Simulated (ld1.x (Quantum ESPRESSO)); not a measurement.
**Br: from the effect back to the setting (PAW)**

Base potential:

* Element: Br (Z = 35)
* Generator: ld1.x (Quantum ESPRESSO) 7.5
* Type: PAW
* Functional: LDA (PZ)
* Relativity: scalar-relativistic
* Frozen core: [Ar]
* Valence charge: 17
* Reference configuration: 3d10 4s1 4p6
* Partial waves: 4s (bound): rcut 1.05, rcutus 1.45 bohr; 4s channel at 3.3 Ry: rcut 1.05, rcutus 1.45 bohr; 4p (bound): rcut 1.70, rcutus 1.90 bohr; 4p channel at 3.95 Ry: rcut 1.70, rcutus 1.90 bohr; 3d (bound): rcut 0.80, rcutus 0.90 bohr; 3d channel at 0.05 Ry: rcut 0.80, rcutus 0.90 bohr; 4f channel at -0.15 Ry: rcut 1.05, rcutus 1.45 bohr; 4f channel at 1.3 Ry: rcut 1.05, rcutus 1.45 bohr
* Local potential: all-electron potential smoothed inside 1.90 bohr (lloc = -1)
* Core correction: Bessel-smoothed model core inside 0.70 bohr
* Augmentation charge: BESSEL, radius 0.60 bohr

Cutoffs, loose and tight: the cutoffs (Ry, on a coarse ladder) from which the occupation-weighted sum of valence levels, in a spherical-Bessel basis at the reference potential, stays within 10 and 1 mRy of its value at 400 Ry. They do not see the model core or the augmentation charge, which bear on the density cutoff. Test errors are all-electron minus pseudo excitation energies from the reference, over the configurations 3d10 4s2 4p5; 3d10 4s2 4p4; 3d10 4s2 4p3; 3d10 4s2 4p5.3; 3d10 4s2 4p4.5; 3d9 4s2 4p5; 3d10 4s1 4p5 (two spin-polarised tests are not counted in the largest error); variants that change the core or the reference have their own tests.

Only the scale of all radii but the core radius (base = 1) is moved (1 further runs of the sweep failed or gave no value and are left out):

```tsv
scale of all radii but the core radius (base = 1)	cutoff, loose	cutoff, tight	bound ghosts	largest test error (meV)
0.89	260 Ry	over 300 Ry	none	-330
1.12	160 Ry	260 Ry	none	+2.0 over the solved tests; test run stopped at test 3 of 9 (negative rho)
1.26	120 Ry	200 Ry	none	test run stopped at test 2 of 9 (negative rho)
1.34	100 Ry	160 Ry	none	-207
```

Question: One more run gave cutoff, loose: 230 Ry; cutoff, tight: over 300 Ry; bound ghosts: none; largest test error (meV): -281. Which value of the scale of all radii but the core radius (base = 1) was used?

Answer: 0.98. The loose cutoff moves one way along this sweep, from 260 Ry at 0.89 to 100 Ry at 1.34, which places the run between 0.89 and 1.12.
